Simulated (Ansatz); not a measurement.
Reaction (atomization): `C#[C][GaH][SH]` → 2 C• + Ga• + 3 H• + S•

Computed with Ansatz on PBE0-D4/def2-TZVP structures; ΔE is electronic, products minus reactants. CCSD(T)/CBS is the MP2 limit (def2-TZVPP, def2-QZVPP) plus CCSD(T) − MP2 in def2-TZVPP, frozen cores. This one scheme is used for every species, atoms too. Functionals use def2-TZVPP. No spin–orbit coupling; open shells (•) take unrestricted orbitals. Spin–orbit coupling would lower the free atoms: a little for C, S; clearly for Ga. Bonds to Ga are less sure, by a few kJ/mol each and by 10 to 20 or more in all where they break to atoms, as the def2 sets lack core-valence functions. Scalar relativity is left out up to krypton. One conformer a species, not always the lowest.

`C#[C][GaH][SH]`:

```xyz
7

C     1.946    0.373    0.678
C     0.928    0.246    0.038
Ga   -0.688    0.040   -0.955
S    -2.429   -0.705    0.150
H     2.845    0.486    1.240
H    -0.837    0.361   -2.465
H    -1.764   -0.801    1.313
```

```tsv
level	ΔE (kJ/mol)
PBE-QIDH	2482.1
MP2/def2-TZVPP	2494.2
```

(1) What does CCSD(T)/CBS give? (Best estimate.)

Largest T1 diagnostic among the species: 0.014.

## Answers

(1) Computed: +2488.2 kJ/mol. The listed levels differ from it by -6.1, 6.0 kJ/mol.

From r2SCAN to r2SCAN0 (25 % exact exchange), in def2-TZVPP and without D4, ΔE moves by −49.8 kJ/mol: exact exchange takes away binding that semilocal exchange gives to molecules. Leaving LDA and LC-ωPBE aside and taking each functional with its dispersion term where it has one, the values, not all of them listed here, spread over 151.2 kJ/mol, from BHLYP-D4 to PBE-D4. LDA lies +330.0 kJ/mol from PBE without D4, its usual overbinding. At CCSD(T), def2-SVP lies −139.3 kJ/mol from the extrapolated value and def2-TZVPP −58.4 kJ/mol: correlation converges slowly with the basis, and small sets miss more of it in the bonded molecule than in its fragments.

For atomizations the MP2-based limit and the directly extrapolated one differ by several kJ/mol either way, and by 10 to 25 for some Ge, Se and Sn compounds, so smaller differences from it don't rank the levels.
